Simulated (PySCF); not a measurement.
Computed with PBE0-D4/def2-TZVP in PySCF 2.14.0. Isolated molecules, 0 K electronic values unless said otherwise. One relaxed conformer stands for a flexible species; it need not be the lowest. Delta-SCF ions had no search for a lower state. 

Reference species (SMILES): `O[SiH3]` (neutral, multiplicity 1).

| Property | Value |
|---|---|
| vertical ionisation energy (Delta-SCF) | 11.25 eV |
| HOMO | -8.73 eV |

Changed species: `[SiH2](O)N` (X = amino; the reference has X = H).

**Question.** What does the change do to the vertical ionisation energy (Delta-SCF) and HOMO?

**Answer.** the vertical ionisation energy (Delta-SCF) falls by 0.95 eV, to 10.30 eV; the HOMO rises by 0.95 eV, to -7.78 eV.
